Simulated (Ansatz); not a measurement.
Species: sum formula BNH₃, net charge 1, singlet state. It need not be the lowest isomer of its formula. 
Structure (B3LYP-D3(BJ)/def2-TZVP (Ansatz, a quantum-chemistry and plane-wave program) minimum search):
SMILES: B=[NH2+]
```xyz
5

B      0.7546     0.2085     0.0423
N     -0.5076    -0.1403    -0.0284
H      1.8793     0.5193     0.1053
H     -1.2805     0.5223     0.0551
H     -0.8187    -1.1024    -0.1727
```
Charge +1, spin multiplicity 1.

Basis-set convergence of Hartree-Fock and CCSD(T) correlation energies (hartree) with Ansatz. Correlated levels leave the core frozen unless marked. No spin-orbit coupling. Non-relativistic.

```
basis    functions      E(HF)  E(corr, CCSD(T))  rough core time
-------  ---------  ---------  ----------------  ---------------
cc-pVDZ         43  -80.62365          -0.25833       under 20 s
cc-pVTZ        102  -80.64781          -0.31185       under 20 s
cc-pVQZ        200  -80.65345          -0.32915             22 s
```

Extrapolating the two largest sets (X = 3 and 4) as X^-3: E(corr) = (64·(-0.32915) - 27·(-0.31185))/37 = -0.3418 Eh, an estimate of the basis-set limit. The largest set recovers 96.3 % of it, the smallest 75.6 %.
